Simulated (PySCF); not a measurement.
From one molecule to another.

First species: 3-methylbenzofuran, C₉H₈O.
SMILES: `CC1=COC2=CC=CC=C12`

Second species: C6H12ClNSi.
SMILES: `C=C(Cl)[Si@@H]1C[C@@H]1N(C)C`

Levels: PBE0/pcSseg-1 for dipole moment, HOMO energy, LUMO energy and HOMO–LUMO gap; GFN2-xTB for rotational constant A and rotational constant C. Geometries: GFN2-xTB. All species are isolated and taken at one optimised geometry, non-relativistic unless stated. Electronic properties by PySCF.

Dipoles, sizes and rotational constants follow the conformer. The torsions of the flexible species, by atom-mapped SMILES:
- `[CH2:1]=[C:2]([Cl:3])[Si@@H:4]1[CH2:5][C@@H:6]1[N:7]([CH3:8])[CH3:9]`: C1–C2–Si4–C5 -158°, C5–C6–N7–C8 76°

**Question.** Which has the higher dipole moment?

**Answer.** The second: 1.42 D against 1.16 D, a difference of 0.26 D.

**Question.** Which has the higher HOMO–LUMO gap?

**Answer.** The first: 5.81 eV against 5.16 eV, a difference of 0.65 eV.

**Question.** Which has the higher rotational constant A?

**Answer.** The first: 2.658 GHz against 1.678 GHz, a difference of 0.980 GHz.

**Question.** Which of the two has the higher LUMO energy, and by how much?

**Answer.** The first: -0.58 eV against -0.76 eV, a difference of 0.18 eV.

**Question.** Which of the two has the higher rotational constant C, and by how much?

**Answer.** The first: 0.875 GHz against 0.724 GHz, a difference of 0.151 GHz.

**Question.** Which of the two has the higher HOMO energy, and by how much?

**Answer.** The second: -5.92 eV against -6.39 eV, a difference of 0.47 eV.

On the first: In atomic units the dipole is 0.45 e·bohr (1 au = 2.5417 D).

On the second: The dipole equals about 4.7 × 10⁻³⁰ C·m (1 D = 3.33564 × 10⁻³⁰ C·m). A dipole of 1.42 D is allowed in C1, and pure rotational transitions are dipole-allowed.
